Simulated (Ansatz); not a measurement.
The cluster Si₇H₇. The state is a doublet with charge 0. Geometry r2SCAN-D4/def2-SVPD, that of the charge -1 singlet; atoms count from 1.

| atom | x (Å) | y (Å) | z (Å) |
| --- | --- | --- | --- |
| Si1 | 1.7923 | 2.3037 | -1.1948 |
| Si2 | -1.9851 | -1.6086 | -0.2263 |
| Si3 | -0.1626 | 1.7982 | 0.1377 |
| Si4 | -0.8795 | -1.7340 | 1.6394 |
| Si5 | -0.8765 | 0.1037 | -1.3546 |
| Si6 | 0.7554 | -0.1046 | 1.2062 |
| Si7 | 1.4657 | -0.0849 | -1.0566 |
| H8 | 2.7547 | 2.3603 | 0.0116 |
| H9 | 1.7732 | 0.0918 | 2.2957 |
| H10 | -3.2131 | -2.3616 | -0.6404 |
| H11 | -1.4517 | 0.4581 | -2.6999 |
| H12 | -1.0979 | -2.7395 | 2.7342 |
| H13 | 2.2661 | -1.2108 | -1.6715 |
| H14 | -1.1409 | 2.7281 | 0.8193 |

The structure comes from a short search, and lower isomers may exist.

Problem. Estimate the Mulliken populations from the PBE0/def2-SVP orbitals of Ansatz.

Solution. 
| atom | charge (e) | spin (α − β) |
| --- | --- | --- |
| Si1 | 0.12 | 0.77 |
| Si2 | 0.04 | -0.02 |
| Si3 | -0.04 | 0.02 |
| Si4 | 0.01 | 0.09 |
| Si5 | -0.07 | 0.00 |
| Si6 | -0.04 | 0.06 |
| Si7 | -0.03 | 0.03 |
| H8 | 0.00 | 0.04 |
| H9 | 0.01 | 0.00 |
| H10 | 0.00 | 0.00 |
| H11 | 0.00 | 0.01 |
| H12 | 0.01 | 0.01 |
| H13 | -0.01 | 0.00 |
| H14 | -0.01 | 0.00 |
Mulliken values depend strongly on the basis.

Problem. Where does the spin sit?

Solution. Summed by element: Si 0.96, H 0.04, of 1 unpaired in all. Largest on single atoms: Si1 0.77, Si4 0.09, Si6 0.06.

Problem. And the Mayer bond orders between heavy atoms (over 0.3)?

Solution. Si1–Si3 0.85 (2.42 Å); Si1–Si7 0.85 (2.41 Å); Si2–Si4 1.75 (2.17 Å); Si2–Si5 0.94 (2.33 Å); Si3–Si5 0.83 (2.37 Å); Si3–Si6 0.84 (2.37 Å); Si4–Si6 0.93 (2.35 Å); Si5–Si7 0.83 (2.37 Å); Si6–Si7 0.82 (2.37 Å).
